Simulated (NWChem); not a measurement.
C5H6; SMILES C=C=CC=C

```xyz
11

C      0.2132     2.5024     0.0000
C     -0.1566     1.2503     0.0000
C     -0.5262    -0.0139     0.0000
C      0.4012    -1.1452     0.0000
C      0.0150    -2.4287     0.0000
H      0.3750     3.0520     0.9267
H      0.3750     3.0520    -0.9267
H     -1.5923    -0.2484     0.0000
H      1.4613    -0.8976     0.0000
H     -1.0360    -2.7088     0.0000
H      0.7370    -3.2395     0.0000
```
Atoms are numbered in this order, from 1.

Computed with NWChem. All runs use the structure optimised with B3LYP/6-31G* (spherical d).

Q: What does the run give for TPSSh/def2-TZVP? Quantities: highest occupied level (eV); orbital gap (eV); dipole (D).

A: The highest occupied level (eV) is -6.08 and the orbital gap (eV) comes out as 4.93. The dipole (D) is 0.21.
